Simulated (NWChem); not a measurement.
Species: C3H2FN; SMILES F/C=C/C#N

Computed with NWChem. Structure relaxed at the PBE0/def2-SVP level. Level PBE/def2-SVP: energy and gradient on several grids; changes count from the extra-fine grid, which is no exact limit either.

Q: Which is the coarsest grid (coarse; xfine; medium; xcoarse; fine) from which on the energy stays within 50 μHa and each gradient component within 100 μHa/bohr of xfine?

A: medium.
```csv
grid,size of the energy change (μHa),largest change of a gradient component (μHa/bohr)
xcoarse,6000,4000
coarse,20,200
medium,< 10,< 30
fine,< 10,< 30
xfine,< 10,< 30
```
